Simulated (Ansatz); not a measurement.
Gas-phase reaction in SMILES: [O]B(Cl)Cl -> [O-]B(Cl)Cl (an electron is taken up)
Structures are relaxed separately at B3LYP-D3(BJ)/def2-TZVP in Ansatz (a quantum-chemistry and plane-wave program). Frequencies are from Ansatz.
Geometry of the first species:
SMILES: ClB([O])Cl
```xyz
4

B     -0.3263    -0.1169    -0.1195
Cl     0.1564     1.5204    -0.5290
Cl     0.6475    -1.2323     0.8233
O     -1.5044    -0.5390    -0.5508
```
Charge 0, spin multiplicity 2.

Property: adiabatic electron affinity (0 K, with B3LYP-D3(BJ) harmonic zero-point energies), positive where the reaction releases energy, in eV. Cores are frozen in the correlated levels unless marked. UHF or UKS for open shells. Spin-orbit coupling is left out. No relativistic terms. Anions need diffuse functions: aug- sets have them; def2-D sets add few; the other sets have none. Basis-set limits of correlation are two-point, X^-3; Hartree-Fock from the larger set. The bracket is a focal-point correction in the basis named.

```
level                                                                             program  adiabatic electron affinity (eV)  minus last row
-------------------------------------------------------------------------  --------------  --------------------------------  --------------
B3LYP-D3(BJ)/def2-TZVPD                                                    Ansatz + dftd3                              4.09           -0.19
PBE0/def2-QZVPP                                                                    Ansatz                              3.93           -0.35
HSE06/def2-TZVPD                                                                   Ansatz                              3.95           -0.33
B2GP-PLYP/def2-TZVPD                                                               Ansatz                              4.16           -0.12
MP2/cc-pVTZ                                                                        Ansatz                              4.30            0.02
SCS-MP2/cc-pwCVTZ                                                                  Ansatz                              4.16           -0.12
RI-MP2/CBS(aug-cc-pV(T+d)Z,aug-cc-pV(Q+d)Z)+[CCSD(T)-MP2]/aug-cc-pV(T+d)Z          Ansatz                              4.28            0.00
```
